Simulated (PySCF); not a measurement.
# Tl (thallium, neutral) across methods

[Xe] 4f14 5d10 6s2 6p1, 2P determinant. All numbers are calculated (PySCF 2.14, a scalar-relativistic core potential, in aug-cc-pVQZ-PP with ECP60MDF (7s7p5d3f2g, 92 functions)).

```tsv
method	E (hartree)	mean ε 6s α (eV)	mean ε 6s β (eV)	mean ε 6p α (eV)	Σ⟨r²⟩ (bohr²)	⟨S²⟩
wB97M-V	-172.4192	-12.851	-12.056	-5.184	62.53	0.753
r2SCAN	-172.5789	-9.915	-9.355	-2.909	62.21	0.754
B97-3	-172.5342	-10.601	-9.997	-3.297	62.81	0.752
MN15	-172.1868	-11.737	-11.153	-3.889	62.89	0.752
LDA	-172.2584	-9.951	-9.573	-2.763	62.83	0.751
UHF	-171.51553	-12.882	-11.505	-5.249	63.53	0.759
PBE	-172.5359	-9.651	-9.213	-2.695	63.25	0.751
```

Task: Estimate the same row for PBE0.

Result: E (hartree) = -172.4992; mean ε 6s α (eV) = -10.674; mean ε 6s β (eV) = -10.013; mean ε 6p α (eV) = -3.435; Σ⟨r²⟩ (bohr²) = 62.68; ⟨S²⟩ = 0.752.

Energies and moments cover only the electrons outside the core potential. Spin-orbit coupling, absent here, splits the open shell strongly.
